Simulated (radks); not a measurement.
Values are calculated unless marked as measured or tabulated.
Q: The mean radii <r> (bohr) of the occupied orbitals of an atom or ion are listed with their occupations. Level of theory: non-relativistic Kohn-Sham, r2SCAN, spin-polarised, spherical densities, point nucleus; meta-GGA in the generalised Kohn-Sham scheme (a radial shooting solver on a logarithmic mesh with Libxc functionals).

orbital  occ.      <r>
1s          2  0.01846
2s          2  0.07761
2p          6  0.06557
3s          2   0.1951
3p          6   0.1857
3d         10   0.1620
4s          2   0.4259
4p          6   0.4289
4d         10   0.4336
4f         14   0.4442
5s          2   0.9515
5p          6    1.021
5d         10    1.267
6s          2    2.425

Name the element and its charge. Open shells, if any, are filled with parallel spins first.

A: Z = 82, lead, charge +2: Pb2+ in [Hg]. The 1s radius gives Z: for a bare nucleus <r> = 1.5/Z, 0.01829 bohr for Z = 82, and screening makes it slightly larger (0.01846 here). The occupations add up to 80, and the charge is Z minus that.
